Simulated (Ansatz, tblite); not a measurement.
Removing and adding an electron: [(OH)3Si]2NH (Si2NO6H7). Charge 0, multiplicity 1. Geometry: r2SCAN-D4/def2-SVP. Ansatz, gas phase; energy differences of separate SCF runs; the oxidised species was run as a doublet alone; the reduced species was run as a doublet alone.

Cartesian coordinates in Å:
```
Si -0.9348 -0.0604 1.3383
O -2.4541 -0.7078 1.2471
O -0.8126 1.5736 1.1974
O -0.4027 -0.4717 2.8544
N -0.0691 -0.7765 0.0139
Si 0.8514 -0.0571 -1.2383
O 0.7073 -0.9441 -2.6303
O 0.2747 1.5078 -1.3340
O 2.4809 0.1179 -1.0207
H -2.9448 -0.6782 2.0770
H -0.5906 1.8605 0.2914
H 0.3153 0.0799 3.1865
H -0.1793 -1.7874 -0.0562
H -0.1899 -1.2008 -2.8741
H 0.9144 2.1383 -1.6897
H 3.0338 -0.5938 -1.3629
```

The xTB rows come from tblite. LC-ωPBE has ω = 0.4 bohr⁻¹.

```csv
level,−HOMO (eV),vertical IE (eV),−LUMO (eV),vertical EA (eV),HOMO–LUMO gap (eV),IE − EA (eV),remarks
GFN1-xTB,10.39,13.82,3.59,1.18,6.79,12.64,–
GFN2-xTB,10.38,14.11,2.96,0.23,7.42,13.88,–
PBE-D4/def2-TZVP,6.48,9.34,0.73,–,5.75,–,–
PBE-D4/def2-TZVPD,6.59,–,1.30,-0.11,5.28,–,HOMO above zero (-1 doublet)
PBE0-D4/def2-TZVP,8.02,9.99,-0.16,–,8.18,–,–
PBE0-D4/def2-TZVPD,8.10,–,0.59,-0.34,7.51,–,HOMO above zero (-1 doublet)
LC-ωPBE/def2-TZVP,10.89,10.42,-2.32,–,13.21,–,–
LC-ωPBE/def2-TZVPD,10.96,–,-0.92,-0.78,11.88,–,HOMO above zero (-1 doublet)
```

   A HOMO above zero means that the electron is unbound at that level or that self-interaction error raises the level; the energy of removing that electron tells which. Raw xTB energy differences between charge states are shifted by several eV; the methods need an empirical correction for them. A negative affinity means that the extra electron isn't bound; its size then hangs on the basis.
